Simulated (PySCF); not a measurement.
# Atomic charges by several schemes

Compound: C5H10NP.
Z-matrix (Å and degrees, GFN2-xTB geometry), rows numbered from 1:
```
C 
C   1  1.4913
C   2  1.3268  1  126.79
C   3  1.4963  2  117.59  1   179.79
C   4  1.5318  3  107.39  2    12.79
P   2  1.8514  1  120.16  3   178.01
N   6  1.7110  2  100.86  1   -92.31
H   1  1.0909  2  110.41  3  -123.29
H   1  1.0897  2  109.89  3   118.41
H   1  1.0887  2  111.18  3    -2.29
H   3  1.0819  2  123.52  1     0.65
H   4  1.0949  3  109.48  2  -107.77
H   4  1.0927  3  110.80  2   134.42
H   5  1.0923  4  110.03  3    96.40
H   5  1.0898  4  113.15  3  -142.74
H   7  1.0152  6  115.08  2   -23.35
H   7  1.0118  6  113.03  2   104.02
```

Density: PBE0/pcSseg-1 (PySCF); schemes: Mulliken, IAO, Hirshfeld and ESP-fitted. One conformer (not necessarily the lowest) at the GFN2-xTB geometry, without solvent, vibrations or thermal averaging.

Atoms with like bonding are taken together and averaged. At which atom do the 4 schemes differ most?

At C2: from -0.605 (Mulliken) to +0.285 e (ESP-fitted), 0.890 e apart.

Do the Mulliken, IAO, Hirshfeld and ESP-fitted schemes agree on where the charge is lowest?

The schemes don't all agree: Mulliken C2 (-0.605); IAO N7 (-0.766); Hirshfeld N7 (-0.277); ESP-fitted C1 (-0.775).

Which atoms carry the highest charge in the Mulliken, IAO, Hirshfeld and ESP-fitted schemes?

The schemes don't all agree: Mulliken P6 (+0.632); IAO P6 (+0.607); Hirshfeld P6 (+0.168); ESP-fitted H16/H17 (+0.311).

What partial charge does each atom carry?

In e; atoms taken as equivalent share a row and are averaged (×n: the atom named and its like, n in all):

```tsv
atom	environment	Mulliken	IAO	Hirshfeld	ESP-fitted
C1	allylic carbon	-0.136	-0.422	-0.125	-0.775
C2	fully substituted alkene carbon	-0.605	-0.207	-0.058	+0.285
C3	alkene CH carbon	-0.053	-0.161	-0.055	-0.087
C4	allylic carbon	-0.171	-0.269	-0.074	-0.301
C5	sp3 carbon bound to phosphorus	-0.456	-0.456	-0.122	-0.034
P6	three-coordinate phosphorus	+0.632	+0.607	+0.168	-0.151
N7	nitrogen bonded to P and 2 H	-0.590	-0.766	-0.277	-0.661
H8/H9/H10	methyl hydrogen	+0.118	+0.148	+0.042	+0.209
H11	vinylic hydrogen	+0.077	+0.139	+0.043	+0.087
H12/H13	methylene hydrogen	+0.133	+0.143	+0.041	+0.115
H14/H15	methylene hydrogen	+0.148	+0.151	+0.037	+0.081
H16/H17	N–H hydrogen	+0.193	+0.252	+0.108	+0.311
```

Mean size of the charges over all atoms: IAO 0.268 e, Mulliken 0.237 e, ESP-fitted 0.236 e, Hirshfeld 0.084 e. Each set sums to the total charge, 0, to within 0.001 e. The Mulliken scheme gives each basis function's population to the atom it is centred on and halves the overlap population of two atoms between them. The ESP scheme fits charges at the nuclei, held to the total charge, to the electrostatic potential on points at 1.4 to 2.0 times the van der Waals radii.

Some averages cover members that differ in this geometry: H16/H17, ESP-fitted +0.278 to +0.343; H8/H9/H10, ESP-fitted +0.183 to +0.234 e.

How closely do the schemes follow one another over all atoms?

Correlation coefficient and root-mean-square difference: IAO with Hirshfeld 0.99, 0.222 e; Mulliken with IAO 0.91, 0.134 e; Mulliken with Hirshfeld 0.88, 0.218 e; Hirshfeld with ESP-fitted 0.70, 0.247 e; IAO with ESP-fitted 0.66, 0.263 e; Mulliken with ESP-fitted 0.35, 0.350 e.

Sum the charges by element, for elements with more than one atom.

```tsv
element	atoms	Mulliken	IAO	Hirshfeld	ESP-fitted
C	5	-1.422	-1.516	-0.434	-0.912
H	10	+1.380	+1.675	+0.541	+1.725
```
